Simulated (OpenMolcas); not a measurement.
Rh2+ (d7) among equal point charges was computed by CASSCF with the d shell active (OpenMolcas, ANO-RCC-VDZP on the metal). Its lowest spin-free states, and all those of the highest spin:

| 2S+1 | Degeneracy | E (cm-1) |
| --- | --- | --- |
| 4 | 1 | 0.0 |
| 4 | 2 | 1479 |
| 4 | 1 | 5304 |
| 4 | 2 | 6465 |
| 2 | 1 | 10501 |
| 4 | 1 | 12324 |
| 2 | 1 | 14736 |
| 2 | 1 | 14793 |
| 2 | 2 | 15330 |
| 4 | 2 | 17319 |
| 2 | 2 | 17511 |
| 2 | 1 | 17523 |
| 4 | 1 | 22548 |

Task: Is the site octahedral, tetrahedral or cube-like, axial, or of lower symmetry?

Result: The states with 2S+1 = 4 have orbital degeneracies 1, 2, 1, 2, 1, 2, 1. There are pairs but no triples, so the site is axial: not cubic, but with a proper or improper axis of order three or more. The run had Rh2+ among 6 point charges of -1.7 e arranged as a tetragonal octahedron (D4h), 2.18 Å from the ion, with the axial distance 2.463 Å.

Without dynamic correlation the repulsion within the d shell is too large (B by tens of per cent), so at a given field states of lower spin stand too high. Point charges give a weaker field than real ligands, and real ions of this kind are as a rule low spin; the high spin found here belongs to the model. This is an electrostatic model: the charges have no orbitals. No measured value stands beside these numbers.
